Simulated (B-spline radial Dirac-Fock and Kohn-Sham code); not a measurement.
**Kohn-Sham estimates against Dirac-Fock for the levels of Mo⁴⁺**

System: Mo⁴⁺, [Kr] 4d2.

The density-functional columns are spherical, spin-unpolarised Dirac-Kohn-Sham results without Breit or QED terms: −ε is minus the orbital energy of the initial state and ΔSCF the difference of two total energies. The reference in the last column comes from multi-electron Dirac-Fock with separately optimised hole states, Breit and Lamb-shift corrections added in first order. All numbers are from an atomic code on a B-spline grid, in eV; a selection of levels is shown. For the 1s level of heavy atoms much of the gap between ΔSCF and the reference is the Breit and QED part, -54.4 eV here; for other levels the error of the functional can be larger.

| level | PBE −ε | PBE ΔSCF | LDA −ε | LDA ΔSCF | Dirac-Fock |
| --- | --- | --- | --- | --- | --- |
| 1s | 19861.3 | 20137.1 | 19833.9 | 20108.9 | 20061.0 |
| 2s | 2846.9 | 2896.2 | 2843.8 | 2893.3 | 2934.4 |
| 2p1/2 | 2622.9 | 2683.4 | 2622.0 | 2682.5 | 2688.6 |
| 2p3/2 | 2516.4 | 2574.4 | 2515.6 | 2573.7 | 2583.7 |
| 3s | 525.0 | 544.0 | 524.0 | 543.0 | 569.2 |
| 3p1/2 | 439.8 | 459.0 | 439.5 | 458.7 | 475.2 |
| 3p3/2 | 422.3 | 441.1 | 421.9 | 440.8 | 457.4 |
| 3d3/2 | 271.7 | 291.5 | 272.0 | 291.8 | 291.5 |
| 3d5/2 | 268.4 | 288.0 | 268.7 | 288.4 | 288.3 |
| 4s | 111.3 | 120.5 | 111.3 | 120.5 | 125.3 |
| 4p1/2 | 86.46 | 95.16 | 86.61 | 95.31 | 94.88 |
| 4p3/2 | 83.79 | 92.35 | 83.89 | 92.45 | 92.19 |
| 4d | 46.30 | 53.46 | 46.49 | 53.65 | 52.35 |

Q: Order the estimates of the K (1s) level by their distance from the Dirac-Fock value, nearest first.
A. LDA −ε
B. PBE −ε
C. LDA ΔSCF
D. PBE ΔSCF

A: C (47.9 eV), D (76.2 eV), B (199.6 eV), A (227.1 eV).

Values without a named source are computed, but for edge energies of neutral atoms, which are taken from tables.
